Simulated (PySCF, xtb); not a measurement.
Si(OH)(SiH3) (H4OSi2), SMILES O[Si][SiH3] (connectivity only; charge and spin as stated), neutral, multiplicity 1.

Geometry optimised at PBE-D3(BJ)/def2-TZVP. Other conformers were not sampled.

The numbers are results of C-PCM-PBE0/def2-SVP (PySCF), not measurements.

The values are the electrostatic part of the solvation free energy, E(continuum) − E(gas) at the gas-phase geometry, in a cavity of scaled van der Waals radii (PySCF's table); cavitation and dispersion terms are not included. In vacuum the orbital gap is 3.83 eV. The dipole moment in vacuum is 1.00 D.

```json
[
 {"solvent": "water", "ε": "78.36", "ΔG(elec) (kcal/mol)": "…", "dipole (D)": "…", "gap (eV)": "…"},
 {"solvent": "n-hexane", "ε": "1.88", "ΔG(elec) (kcal/mol)": "-1.9", "dipole (D)": "1.17", "gap (eV)": "3.88"},
 {"solvent": "chloroform", "ε": "4.71", "ΔG(elec) (kcal/mol)": "-3.3", "dipole (D)": "1.32", "gap (eV)": "3.92"}
]
```

Q: Fill in the missing entries. (An estimate is asked for; the answer gives what the named calculation found.)

A: 
- water, ΔG(elec) (kcal/mol): -4.2
- water, dipole (D): 1.43
- water, gap (eV): 3.95

For comparison, GFN2-xTB/ALPB(water) (xtb, at the GFN2-xTB geometry, all terms of that model) gives -4.4 kcal/mol.
